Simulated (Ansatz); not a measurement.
Job for Ansatz (a quantum-chemistry and plane-wave program): R-BHLYP/def2-TZVPPD on HCl (SMILES Cl) with ghost functions. Files ending in .json are basis or fitting sets from the Basis Set Exchange.

Ansatz 0.2 input:
```yaml
crystal:
  periodic: [false, false, false]
  atoms:
    - {symbol: Cl, position_ang: [0.04391659, -0.22378811, -0.15161709]}
    - {symbol: H, position_ang: [-0.36988407, -0.71966928, 0.96291862]}
basis:
  gaussian:
    orbitals: def2-TZVPPD.json
    ghost_atoms:
      - {symbol: C, position_ang: [0.82198547, 0.81989313, 3.45746752]}
      - {symbol: Si, position_ang: [-0.43113654, -0.49177217, 3.91830530]}
      - {symbol: H, position_ang: [1.14552336, 1.36854222, 4.34387585]}
      - {symbol: H, position_ang: [0.39829236, 1.53423185, 2.75008245]}
      - {symbol: H, position_ang: [1.70280449, 0.37261476, 2.99413397]}
      - {symbol: H, position_ang: [0.14027395, -1.48080216, 4.86172956]}
      - {symbol: H, position_ang: [-0.86319217, -1.24132737, 2.70409894]}
      - {symbol: H, position_ang: [-1.64569490, 0.10562817, 4.52036069]}
hamiltonian:
  xc: {name: BHLYP}
scf: {lower_state_search: off}
```

It printed:

```
Functional definition: BHLYP
[...]
these checks for a lower state are left out or cut short: stability, starts, cluster_reference, orbital_swaps, neighbouring_geometries, increment
integrals: 0.18 GiB planned
1184 factors; their error is unknown
mean field: 1.41 GiB planned
mean field evaluation 1: about -12539.1704 eV, gradient 9.4e0 eV
mean field evaluation 2: about -12539.3263 eV, gradient 7.2e0 eV
mean field evaluation 4: about -12539.4238 eV, gradient 1.7e-1 eV
mean field evaluation 8: about -12539.5006 eV, gradient 1.7e-2 eV
mean field -12539.50057220 eV, -460.8181464494 hartree, gradient 2.1e-6 eV, S^2 0.000000; 0 other end points of the search recorded, 0 dependent functions left out
reference -12539.50071020 eV, -460.8181515210 hartree; 9, 9 occupied and 246, 246 virtual orbitals, 1184 factors
Total energy: -12539.50071020 eV, -460.8181515210 hartree
Checks for a lower state left out: stability, starts, cluster_reference, orbital_swaps, neighbouring_geometries, increment
```

Self-consistency was reached.

Cost: about 4 core-seconds (a rough figure).
